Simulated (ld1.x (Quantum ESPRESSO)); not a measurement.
## Which change was made? (Cl, TM)

ld1.x (Quantum ESPRESSO) 7.5 input, shortened:

```
&input
   title='Cl', zed=17., rel=0, dft='PZ', iswitch=3,
   config='[Ne] 3s2 3p5 3d-2'
 /
 &inputp
   pseudotype=2, tm=.true., lloc=1,
   nlcc=.false.
 /
3
3S  1  0   2.00   0.00  1.35  1.35  0.0
3D  3  2  -2.00   0.45  1.05  1.05  0.0
3P  2  1   5.00   0.00  1.20  1.20  0.0
 &test
   configts(1)='3s2 3p5'
 /
```

Cutoffs, loose and tight: the cutoffs (Ry, on a coarse ladder) from which the occupation-weighted sum of valence levels, in a spherical-Bessel basis at the reference potential, stays within 10 and 1 mRy of its value at 400 Ry. They do not see the model core or the augmentation charge, which bear on the density cutoff. Test errors are all-electron minus pseudo excitation energies from the reference, over the configurations 3s2 3p4; 3s2 3p3; 3s2 3p2; 3s1 3p5; 3s2 3p4.5; 3s2 3p1; 3s2 3p5.3 (two spin-polarised tests are not counted in the largest error); variants that change the core or the reference have their own tests.

The base gives: outcome: generated; cutoff, loose: 60 Ry; cutoff, tight: 110 Ry; bound ghosts: none; largest test error (meV): +321.

On the changes marked as counting shells twice: ld1.x takes every shell without a wave as core, so the model core holds the marked electrons as well and exchange and correlation see them twice. This cancels in the reference configuration, but the file is broken for other ones, and its errors say nothing about a proper core correction.

After one change the result is: outcome: generated; cutoff, loose: 60 Ry; cutoff, tight: 110 Ry; bound ghosts: none; largest test error (meV): +225. Which change was it?
A. core correction a·sin(br)/r model core inside 0.96 bohr
B. wave 3p (bound): rc 1.20 bohr becomes 3p (bound): rc 1.74 bohr
C. core [He], valence charge 15; reference 2s2 2p6 3s2 3p3; waves now 2s (bound): rc 0.45 bohr; 2p (bound): rc 0.40 bohr; 3d channel at 0.45 Ry: rc 0.40 bohr; local potential all-electron potential smoothed inside 0.30 bohr (lloc = -2); core correction Bessel-smoothed model core, default radius (core density twice the valence density) (3p, 3s counted twice)

A. The others give: wave 3p (bound): rc 1.20 bohr becomes 3p (bound): rc 1.74 bohr → outcome: generated; cutoff, loose: 50 Ry; cutoff, tight: 70 Ry; bound ghosts: none; largest test error (meV): +315 | core [He], valence charge 15; reference 2s2 2p6 3s2 3p3; waves now 2s (bound): rc 0.45 bohr; 2p (bound): rc 0.40 bohr; 3d channel at 0.45 Ry: rc 0.40 bohr; local potential all-electron potential smoothed inside 0.30 bohr (lloc = -2); core correction Bessel-smoothed model core, default radius (core density twice the valence density) (3p, 3s counted twice) → outcome: generated, misses its reference levels by 0.19 eV; bound ghosts: not determined; largest test error (meV): -715.
